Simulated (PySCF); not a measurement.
## C₆ coefficients of unlike pairs at PBE

Calculated with PySCF 2.14 from the dipole response of each species, C₆(A,B) = (3/π) ∫ α_A(iu) α_B(iu) du, in atomic units, from isotropic polarisabilities. For ions this is the dispersion term alone; charge-induced terms of lower order in 1/R come first.

```csv
species,configuration,basis,relativity,α (bohr³),C₆ (like pair)
Co⁺,[Ar] 3d8 (3F),aug-cc-pVQZ (9s8p6d4f3g2h),none,10.11,35.93
Cu,[Ar] 3d10 4s1 (2S),aug-cc-pVDZ-PP with ECP10MDF (5s5p4d2f),core potential,39.89,224.8
O²⁺,[He] 2s2 2p2 (3P),aug-cc-pVQZ-DK (6s5p4d3f2g),spin-free X2C,1.743,2.334
Br³⁺,[Ar] 3d10 4s2 4p2 (3P),"x2c-QZVPPall with one added diffuse shell each of s, p, d, f type (12s9p6d5f1g)",spin-free X2C,5.964,22.66
```

Estimate C₆ for O²⁺ with Co⁺.

The integral gives 8.878. The combination rule 2 C_A C_B / (C_A α_B/α_A + C_B α_A/α_B) gives 8.500 and the geometric mean 9.158.

No spin-orbit coupling is included.

The other pairs:

```json
{"pair": "O²⁺, Cu", "C₆": "17.79"}
{"pair": "Cu, Co⁺", "C₆": "81.30"}
{"pair": "Br³⁺, O²⁺", "C₆": "7.216"}
{"pair": "Br³⁺, Cu", "C₆": "58.48"}
{"pair": "Br³⁺, Co⁺", "C₆": "28.09"}
```
